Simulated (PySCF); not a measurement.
Computed shifts of a molecule C₄H₄F₂, PySCF with PBE/pcSseg-1, GIAO, gas phase, equivalent atoms averaged, in ppm (number of nuclei): ¹³C: 188.3 (1), 164.0 (1), 125.2 (1), 25.6 (1). ¹⁹F: -119.9 (2). ¹H: 7.01 (1), 2.31 (3). References: ¹³C against TMS (σ = 182.0 ppm); ¹⁹F against CFCl3 (σ = 133.6 ppm); ¹H against TMS (σ = 31.49 ppm), references at their B3LYP-D3(BJ)/def2-TZVP geometries, non-relativistic. Geometry optimised at PBE0-D3(BJ)/def2-SVP. One conformer was computed; it need not be the lowest.

Q: Identify the compound among the candidates.
(A) FC1(F)C=CC1
(B) FC1=CC[C@H]1F
(C) CC=C=C(F)F
(D) C=C/C(F)=C/F

A: C, CC=C=C(F)F
